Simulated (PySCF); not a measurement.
Cr²⁺: ionisation energy

Cr²⁺ [Ar] 3d4 (5D) → Cr³⁺ [Ar] 3d3 (4F), as a difference of total energies. Computed with PySCF 2.14 in x2c-QZVPPall, with scalar relativity by spin-free X2C-1e. Correlated levels: valence: [Ar] frozen. The calculations carry no spin-orbit coupling.

```tsv
method	ionisation energy (eV)	difference from reference (eV)
UHF	29.678	-1.281
MP2 (valence)	30.361	-0.598
SCS-MP2 (valence)	29.906	-1.053
CCSD (valence)	30.418	-0.541
CCSD(T) (valence)	30.428	-0.531
```

Reference: 30.959 ± 0.025 eV (measured; NIST Atomic Spectra Database, ionization energies).

The reference lies between the lowest fine-structure levels, while these numbers refer to the centres of the terms.

Errors of the correlated levels include the incompleteness of this basis and the frozen core.
